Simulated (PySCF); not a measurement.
H4NbO4, neutral, multiplicity 2. Atoms are numbered in the order given.

```xyz
9

Nb     0.0000     0.0000     0.0000
O      0.7403     1.2277    -1.2682
H      1.5303     1.7802    -1.2507
O     -0.7403     1.2277     1.2682
H     -1.5303     1.7802     1.2507
O     -0.7403    -1.2277    -1.2682
H     -1.5303    -1.7802    -1.2507
O      0.7403    -1.2277     1.2682
H      1.5303    -1.7802     1.2507
```
Charge 0, spin multiplicity 2.

Geometry optimised at B3LYP-D3(BJ)/def2-SVP. The spin state was assumed, not searched. The def2 effective core potentials stand for the cores of Nb; spin–orbit coupling is left out. One conformer was computed; it need not be the lowest.

Calculation: PBE/def2-TZVP in PySCF.

ESP charges are fitted to the potential on shells at 1.4 to 2.0 van der Waals radii. Atomic charges (e):

```tsv
atom	ESP fit	Mulliken	Mulliken spin
Nb1	0.97	…	1.02
O2	-0.64	…	0.00
H3	0.40	…	0.00
O4	-0.64	…	0.00
H5	0.40	…	0.00
O6	-0.64	…	0.00
H7	0.40	…	0.00
O8	-0.64	…	0.00
H9	0.40	…	0.00
```

**Question.** Some entries are withheld; supply them. (An estimate is asked for; the answer gives what the named calculation found.)

**Answer.** 
- Nb1, Mulliken: 1.37
- O2, Mulliken: -0.67
- H3, Mulliken: 0.33
- O4, Mulliken: -0.67
- H5, Mulliken: 0.33
- O6, Mulliken: -0.67
- H7, Mulliken: 0.33
- O8, Mulliken: -0.67
- H9, Mulliken: 0.33
